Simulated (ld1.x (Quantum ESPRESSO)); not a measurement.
# Pb: one change to a TM semilocal potential, before and after

```
Element                 : Pb (Z = 82)
Generator               : ld1.x (Quantum ESPRESSO) 7.5
Type                    : norm-conserving Troullier–Martins (semilocal form)
Functional              : PBE
Relativity              : scalar-relativistic
Frozen core             : [Xe] 4f14 5d10
Valence charge          : 4
Reference configuration : 6s2 6p2
Partial waves           : 6s (bound): rc 1.75 bohr; 6p (bound): rc 2.25 bohr; 6d channel at 0.05 Ry: rc 2.15 bohr
Local potential         : the d channel
Core correction         : none
```

All-electron outer shells of the reference configuration (PBE, scalar-relativistic, ld1.x):

| shell | level (eV) | outermost node (bohr) | outermost maximum (bohr) |
| --- | --- | --- | --- |
| 5p | -85.83 | 0.49 | 0.88 |
| 5d | -21.18 | 0.52 | 1.07 |
| 6s | -12.04 | 1.01 | 1.95 |
| 6p | -3.50 | 1.18 | 2.67 |

Change: all radii scaled by about 0.76 (s 1.32, p 1.70, d 1.64 bohr).

Cutoffs: the cutoffs (Ry, on a coarse ladder) from which the occupation-weighted sum of valence levels, in a spherical-Bessel basis at the reference potential, stays within 10 and 1 mRy of its value at 400 Ry; they do not see the model core or the augmentation charge, which bear on the density cutoff. Errors are all-electron minus pseudo energies relative to the spin-unpolarised reference configuration.

Problem. Predict the effect on cutoff, ghosts and configuration errors.

Solution. A bound ghost appears in d, s, which as a rule spoils a file; the number of tests that count goes from 7 to 6; of the 6 tests that both files solve, the error grows in 6 and shrinks in 0 by more than 15 % and 0.3 meV (median size 54.0 → 113.9 meV). That the errors move this way runs against the usual rule that smaller radii transfer better. A semilocal file is local in each channel, so a ghost entry of none says nothing of the separable form that plane-wave codes build from it.

```tsv
quantity	base	changed
cutoff, loose	25 Ry	140 Ry
cutoff, tight	50 Ry	over 300 Ry
loose cutoff by channel (10 mRy a level)	s 21 Ry, p 6 Ry	s 120 Ry, p 50 Ry
bound ghosts	none	d (extra level of the local part), s
tests counted (converged, no solver errors)	7 of 7	6 of 7
error for 6s2 6p1, meV [ΔE 6.58 eV]	+10	+26
error for 6s2 6p0, meV [ΔE 20.02 eV]	+87	+196
error for 6s1 6p0, meV [ΔE 52.43 eV]	+171	+768
error for 6s1 6p3, meV [ΔE 8.74 eV]	+21	+32
error for 6s0 6p4, meV [ΔE 17.83 eV]	+110	+580
error for 6s2 6p2.3, meV [ΔE -0.80 eV]	+1.0	+1.4
```

Changed file: Tests not counted: 6s1 6p2 (pseudo-atom not self-consistent, printed error +46 meV). A true bound ghost makes a file unfit for plane-wave use even where its test errors are small: the radial tests pick states by their node count and pass the ghost by.
